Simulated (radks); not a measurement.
The numbers below are computed, except where a source is named.
Problem. Species: Ne3+. Configuration: [He] 2s2 2p3. Code: a radial shooting solver on a logarithmic mesh with Libxc functionals. Model: Dirac Kohn-Sham, LB94 model potential, spin-unpolarised, spherical densities, finite nucleus; open shells fill j = l - 1/2 first; Fermi nuclear charge, rms radius 3.0055 fm. Some entries of the table are withheld. Estimate them.

orbital,occ.,eigenvalue (Ry),<1/r> (bohr^-1)
1s1/2,2,(1),9.658
2s1/2,2,-8.32581,1.820
2p1/2,2,(2),(3)
2p3/2,1,(4),(5)

Solution. 
(1) 1s1/2 eigenvalue (Ry): -69.69980
(2) 2p1/2 eigenvalue (Ry): -6.72638
(3) 2p1/2 <1/r> (bohr^-1): 1.760
(4) 2p3/2 eigenvalue (Ry): -6.71403
(5) 2p3/2 <1/r> (bohr^-1): 1.755
